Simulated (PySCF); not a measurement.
## Ca (calcium, neutral) across methods

[Ar] 4s2, closed-shell 1S. Computed with PySCF 2.14 in x2c-QZVPPall with one added diffuse shell each of s, p, d, f type (12s8p5d4f, 89 functions), with scalar relativity by spin-free X2C-1e.

```tsv
method	E (hartree)	mean ε 3s (eV)	mean ε 3p (eV)	mean ε 4s (eV)	Σ⟨r²⟩ (bohr²)	⟨S²⟩
BLYP	-680.484	-46.828	-27.797	-3.613	52.58	0.000
PBE0	-680.284	-51.012	-30.404	-4.331	53.11	0.000
wB97X	-680.470	-53.464	-32.977	-5.922	52.74	0.000
r2SCAN	-680.413	-48.940	-28.964	-3.831	53.67	0.000
UHF	-679.63638	-61.545	-36.434	-5.341	56.21	0.000
M06-2X	-680.488	-53.858	-32.361	-4.964	52.19	0.000
PBE	-680.245	-47.127	-28.040	-3.764	52.82	0.000
PW91	-680.470	-47.163	-28.098	-3.795	52.77	0.000
```

(1) Estimate the same row for LDA.

## Answers

(1) E (hartree) = -678.601; mean ε 3s (eV) = -46.886; mean ε 3p (eV) = -28.026; mean ε 4s (eV) = -3.861; Σ⟨r²⟩ (bohr²) = 52.07; ⟨S²⟩ = 0.000.
